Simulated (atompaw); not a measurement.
**Pseudopotential generation for potassium (K): PAW (atompaw), PBEsol, scalar-relativistic.**

```json
{
 "Element": "K",
 "Generator": "atompaw 4.2.0.5",
 "Type": "PAW",
 "Functional": "PBEsol",
 "Relativity": "scalar-relativistic",
 "Frozen core": "[Ne]",
 "Valence charge": "9",
 "Reference configuration": "3s2 3p6 4s1 4p0",
 "Partial waves": "3s (bound): rc 1.90 bohr; 4s (bound): rc 2.30 bohr; 3p (bound): rc 2.05 bohr; 4p (bound, empty): rc 2.30 bohr; 3d channel at -0.05 Ry: rc 2.30 bohr; 3d channel at 1.2 Ry: rc 2.10 bohr",
 "Local potential": "vpsmatchnc scheme with l = 3 at 0.5 Ry, radius 1.80 bohr",
 "Core correction": "smooth core density matched at 2.05 bohr",
 "Augmentation charge": "sinc compensation charge, radius 1.65 bohr; PAW radius 2.30 bohr; waves and projectors: custom polynom2 7 10 vanderbiltortho"
}
```

All-electron outer shells of the reference configuration (PBEsol, scalar-relativistic, ld1.x):

| shell | level (eV) | outermost node (bohr) | outermost maximum (bohr) |
| --- | --- | --- | --- |
| 2s | -352.86 | 0.11 | 0.32 |
| 2p | -279.90 | – | 0.26 |
| 3s | -35.27 | 0.48 | 1.08 |
| 3p | -18.80 | 0.45 | 1.15 |
| 4s | -2.30 | 1.59 | 4.23 |
| 4p | -0.79 | 1.88 | 5.71 |

(1) Estimate the cutoffs (Ry, on a coarse ladder) from which the occupation-weighted sum of valence levels, in a spherical-Bessel basis at the reference potential, stays within 10 and 1 mRy of its value at 400 Ry.

(2) Does the potential have ghost states?

(3) Is the overlap operator S = 1 + Σ q|β⟩⟨β| positive definite (Bessel basis up to 400 Ry)?

Results:

(1) 18 Ry and 25 Ry.

(2) No extra level below or beside the all-electron valence levels (s, p, d, f tested).

(3) Yes: its lowest eigenvalue is 0.58 (p channel).
